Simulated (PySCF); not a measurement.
C₂HF₆In, SMILES F[C](F)(F)[InH][C](F)(F)F (PBE0/def2-SVP optimised geometry):

```
10

In    -0.217    -0.664     0.000
C      2.005    -0.664     0.000
F      2.490    -1.399    -1.014
F      2.476    -1.208     1.136
F      2.553     0.553    -0.105
C     -1.235     1.312     0.000
F     -2.553     1.210     0.232
F     -1.096     1.915    -1.193
F     -0.741     2.148     0.924
H     -1.090    -2.148    -0.015
```

Computed with PBE0/def2-TZVP, def2 effective core potentials past Kr run with PySCF.

Problem. What are the frontier orbital energies and the dipole moment?

Solution. HOMO-2 -11.79 eV, HOMO-1 -8.84 eV, HOMO -8.36 eV, LUMO -2.58 eV, LUMO+1 -1.02 eV; dipole moment 2.05 D.

On the same geometry PySCF with PBE/def2-TZVP, def2 effective core potentials past Kr gives HOMO-2 -9.66 eV, HOMO-1 -7.45 eV, HOMO -6.92 eV, LUMO -3.27 eV, LUMO+1 -1.86 eV; dipole moment 1.76 D.
